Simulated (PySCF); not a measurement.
Cl2FHOSn, SMILES [OH][Sn]([F])([Cl])[Cl].

Geometry: B3LYP-D3(BJ)/def2-SVP. The def2 effective core potentials stand for the cores of Sn; spin–orbit coupling is left out. One conformer was computed; it need not be the lowest.

These are PySCF with TDDFT-PBE/def2-SVPD values and carry that method's errors.

Vertical excitations. Isolated molecule, no solvent. State labels are in the subgroup Cs.

Q: List the lowest excited states. (The exact figures need the calculation; the answer reports its results.)

A: 
| state | symmetry | energy (eV) | λ (nm) | f | main pairs |
|---|---|---|---|---|---|
| S1 | A" | 4.00 | 310 | 0.003 | HOMO→LUMO 99 % |
| S2 | A" | 4.28 | 290 | 0.007 | HOMO−1→LUMO 89 % |
| S3 | A" | 4.43 | 280 | 0.021 | HOMO−2→LUMO 89 % |
| S4 | A' | 4.51 | 275 | 0.017 | HOMO−3→LUMO 89 % |
| S5 | A' | 4.56 | 272 | 0.017 | HOMO−4→LUMO 93 % |
| S6 | A' | 5.25 | 236 | 0.048 | HOMO−5→LUMO 87 % |
| S7 | A" | 5.46 | 227 | 0.050 | HOMO−6→LUMO 92 % |
| S8 | A' | 5.95 | 208 | 0.017 | HOMO−7→LUMO 91 % |
| S9 | A" | 6.77 | 183 | 0.085 | HOMO−8→LUMO 77 % |
| S10 | A' | 6.97 | 178 | 0.053 | HOMO−9→LUMO 80 % |
| T1 | A" | 3.66 | 338 | 0 | HOMO→LUMO 99 % |
| T2 | A" | 3.92 | 316 | 0 | HOMO−1→LUMO 99 % |
| T3 | A" | 4.05 | 306 | 0 | HOMO−2→LUMO 99 % |
| T4 | A' | 4.08 | 304 | 0 | HOMO−3→LUMO 99 % |
Triplets are in the Tamm–Dancoff approximation, which puts them higher than full response would, so one can lie above its singlet here.
